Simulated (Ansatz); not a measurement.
From B to In: the vertical ionisation energy

One atom is swapped for its congeners: BH2(SH); AlH2(SH); GaH2(SH); InH2(SH). All are singlets with charge 0.

Shapes, held fixed at every level: PBE0-D4/def2-TZVP. Programs: Ansatz 0.2.0. Values in eV.

```json
{"level": "r2SCAN-D4/def2-TZVPP", "BH2(SH)": "10.99", "AlH2(SH)": "10.21", "GaH2(SH)": "10.06", "InH2(SH)": "9.64"}
{"level": "B3LYP-D4/def2-TZVPP", "BH2(SH)": "11.03", "AlH2(SH)": "10.28", "GaH2(SH)": "10.12", "InH2(SH)": "9.70"}
{"level": "wB97M-V/def2-TZVPP", "BH2(SH)": "10.99", "AlH2(SH)": "10.27", "GaH2(SH)": "10.07", "InH2(SH)": "9.67"}
{"level": "wB97X-V/def2-TZVPP", "BH2(SH)": "10.97", "AlH2(SH)": "10.27", "GaH2(SH)": "10.07", "InH2(SH)": "9.66"}
{"level": "MP2/def2-TZVPP", "BH2(SH)": "10.97", "AlH2(SH)": "10.26", "GaH2(SH)": "10.08", "InH2(SH)": "9.66"}
{"level": "CCSD/def2-TZVPP", "BH2(SH)": "10.82", "AlH2(SH)": "10.11", "GaH2(SH)": "9.94", "InH2(SH)": "9.51"}
{"level": "CCSD(T)/def2-TZVPP", "BH2(SH)": "10.93", "AlH2(SH)": "10.20", "GaH2(SH)": "10.02", "InH2(SH)": "9.60"}
```

At CCSD(T)/def2-TZVPP the vertical ionisation energy falls at every step, from 10.93 to 9.60 eV. Every level shows the same order. For atoms past krypton def2 sets carry core potentials with scalar relativity. Relativity is left out for Ga unless named. Correlated rows may include outer-core shells of Ga, In, which these sets cover unevenly.
